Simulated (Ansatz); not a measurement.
`O[BH][GaH2]` + `[OH][AlH2]` → `[AlH2][O][GaH2]` + `BO` at 298.15 K and 1 bar (cleavage of the Ga–B bond).

Program: Ansatz. Geometries: PBE0-D4/def2-TZVP. ΔE: electronic, gas phase. CCSD(T)/CBS adds triple-zeta CCSD(T) − MP2 to the extrapolated MP2 energy (def2 sets, frozen cores). This one scheme is used for every species. For Ga outer-core shells are correlated without core-valence functions, which leaves a few kJ/mol of doubt a bond. Scalar relativity is left out up to krypton. One conformer a species, not always the lowest.

| species | CCSD(T)/CBS energy (Eh) | H − E (kJ/mol) | S (J/(mol·K)) |
| --- | --- | --- | --- |
| `O[BH][GaH2]` | -2026.31965 | 121.9 | 303.5 |
| `[OH][AlH2]` | -319.03157 | 82.3 | 252.8 |
| `[AlH2][O][GaH2]` | -2243.58748 | 99.5 | 328.0 |
| `BO` | -101.80414 | 103.5 | 230.4 |

H − E and S are ideal-gas, rigid-rotor, harmonic terms from PBE0-D4/def2-TZVP, for one conformer and one mirror image of each species. 1 Eh = 2625.50 kJ/mol, R = 8.31446 J/(mol·K).

Question: By hand: ΔE, ΔH, ΔS and ΔG.

Answer: ΔE = (-2243.58748) + (-101.80414) − (-2026.31965) − (-319.03157) = -0.04040 Eh = -106.1 kJ/mol. Δ(H − E) = 99.5 + 103.5 − 121.9 − 82.3 = -1.2, so ΔH = -107.3 kJ/mol. ΔS = 328.0 + 230.4 − 303.5 − 252.8 = 2.1 J/(mol·K). ΔG = -107.3 − 298.15 × (2.1)/1000 = -107.9 kJ/mol.

Question: By hand: the equilibrium constant, and the temperature at which ΔG would vanish if ΔH and ΔS stayed fixed.

Answer: log₁₀ K = −ΔG/(RT ln 10) = 18.9. ΔH and −TΔS have one sign here, so there is no such temperature. One of them is within its doubt of zero, so this could turn.

The number of gas molecules stays the same, so ΔS is small and ΔH decides. A doubt of 5 kJ/mol in ΔE shifts log₁₀ K by 0.9 here. Other conformers and mirror images would add mixing entropy, several J/(mol·K) or more a flexible species. These are equilibria of isolated gas molecules and say nothing of rates. Largest T1 diagnostic: 0.015 (customary marks: 0.02 for closed shells, 0.045 for open ones).
